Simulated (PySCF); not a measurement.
1-adamantanecarbonyl fluoride, C11H15FO.
Cartesian coordinates in Å at the PBE0-D3(BJ)/def2-SVP level; atoms count from 1:
```
atom  x, y, z in Å
O1     3.531   -0.698    0.461
C2     2.733   -0.271   -0.302
F3     3.131    0.187   -1.506
C4     1.246   -0.137   -0.130
C5     0.813   -0.755    1.205
C6    -0.699   -0.600    1.379
C7    -1.065    0.887    1.369
C8    -0.644    1.509    0.035
C9    -1.365    0.798   -1.113
C10   -1.001   -0.690   -1.103
C11   -1.421   -1.312    0.231
C12    0.511   -0.844   -1.288
C13    0.869    1.361   -0.146
H14    1.102   -1.818    1.229
H15    1.355   -0.265    2.030
H16   -0.998   -1.050    2.340
H17   -0.566    1.406    2.205
H18   -2.151    1.012    1.517
H19   -0.899    2.581    0.027
H20   -2.456    0.920   -1.008
H21   -1.083    1.251   -2.078
H22   -1.515   -1.203   -1.932
H23   -2.513   -1.229    0.360
H24   -1.179   -2.388    0.241
H25    0.786   -1.912   -1.305
H26    0.829   -0.409   -2.248
H27    1.404    1.884    0.664
H28    1.191    1.813   -1.098
```

Definitions: NICS(0) = −σiso at the ring centroid; NICS(1) = −σiso and NICS(1)zz = −σzz at ±1 Å along the ring normal z. Level: GIAO PBE0/pcSseg-1 (PySCF, non-relativistic, gas phase) on the PBE0-D3(BJ)/def2-SVP geometry, one conformer.

Ring bond lengths (Å), with Mayer bond orders in brackets: C4–C5 1.533 (0.98), C5–C6 1.530 (1.01), C6–C7 1.532 (1.00), C7–C8 1.531 (1.00), C8–C13 1.530 (1.01), C13–C4 1.545 (0.95); C4–C5 1.533 (0.98), C5–C6 1.530 (1.01), C6–C11 1.532 (1.00), C11–C10 1.531 (1.00), C10–C12 1.530 (1.01), C12–C4 1.543 (0.95); C4–C12 1.543 (0.95), C12–C10 1.530 (1.01), C10–C9 1.531 (1.01), C9–C8 1.531 (1.01), C8–C13 1.530 (1.01), C13–C4 1.545 (0.95).

Question: Give the NICS values of each ring in ppm.

Answer: 
| ring | type | NICS(0) | NICS(1), two faces | NICS(1)zz, two faces | rms pucker (Å) | centre to ring atoms, mean (Å) |
| --- | --- | --- | --- | --- | --- | --- |
| C4–C5–C6–C7–C8–C13 | 6-membered carbocycle; formal bonds all single | -2.2 | -1.8 / -1.8 | -8.6 / 2.1 | 0.26 | 1.47 |
| C4–C5–C6–C11–C10–C12 | 6-membered carbocycle; formal bonds all single | -2.2 | -1.8 / -1.8 | -8.5 / 2.1 | 0.25 | 1.47 |
| C4–C12–C10–C9–C8–C13 | 6-membered carbocycle; formal bonds all single | -1.9 | -1.9 / -1.4 | -8.7 / 2.4 | 0.26 | 1.47 |

Question: What can be read from them?

Answer: 
- C4–C5–C6–C7–C8–C13: mean NICS(1)zz -3.2 ppm, shielded. C4, C5, C6, C7, C8, C13 have four or more neighbours; no verdict on aromaticity is drawn. The two faces differ by 10.7 ppm, so no symmetry operation interchanges them.
- C4–C5–C6–C11–C10–C12: mean NICS(1)zz -3.2 ppm, shielded. C4, C5, C6, C10, C11, C12 have four or more neighbours, so the value isn't read as a sign of a π ring current. The two faces differ by 10.6 ppm, so no symmetry operation interchanges them.
- C4–C12–C10–C9–C8–C13: mean NICS(1)zz -3.2 ppm, shielded. C4, C8, C9, C10, C12, C13 have four or more neighbours, and the NICS criterion for π rings isn't applied. The two faces differ by 11.1 ppm, so no symmetry operation interchanges them.

Question: How shielded are the nuclei of the rings and their hydrogens (means over atoms taken as equivalent)?

Answer: 
```json
{"atoms": "C4", "environment": "sp3 carbon at a ring junction", "σ isotropic (ppm)": "144.4"}
{"atoms": "C5 (×3)", "environment": "ring CH2 carbon", "σ isotropic (ppm)": "144.2"}
{"atoms": "C6 (×3)", "environment": "sp3 carbon at a ring junction", "σ isotropic (ppm)": "154.8"}
{"atoms": "C7 (×3)", "environment": "ring CH2 carbon", "σ isotropic (ppm)": "145.6"}
{"atoms": "H14 (×6)", "environment": "methylene hydrogen", "σ isotropic (ppm)": "29.47"}
{"atoms": "H16 (×3)", "environment": "methine hydrogen", "σ isotropic (ppm)": "29.54"}
{"atoms": "H17 (×3)", "environment": "methylene hydrogen", "σ isotropic (ppm)": "29.64"}
{"atoms": "H18 (×3)", "environment": "methylene hydrogen", "σ isotropic (ppm)": "29.62"}
```

Hardware: Arm Neoverse V1, one thread, on a shared host. Cost: 1.7 min wall, 1.7 GiB resident at most. This is the whole shielding run at PBE0/pcSseg-1, SCF included.
